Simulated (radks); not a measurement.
Values are calculated unless marked as measured or tabulated.
Q: Neutral lutetium: order these configurations by energy. Code: a radial shooting solver on a logarithmic mesh with Libxc functionals. Model: non-relativistic Kohn-Sham, PBE, spin-polarised, spherical densities, point nucleus. Open shells are filled with parallel spins first. [Xe] 4f14 5d1 6s1 6p1; [Xe] 4f14 5d1 6s2; [Xe] 4f14 5d2 6s1; [Xe] 4f14 6s2 6p1.

A: From the lowest, in eV above it: [Xe] 4f14 5d1 6s2 0.000; [Xe] 4f14 5d2 6s1 0.829; [Xe] 4f14 6s2 6p1 1.877; [Xe] 4f14 5d1 6s1 6p1 1.903.
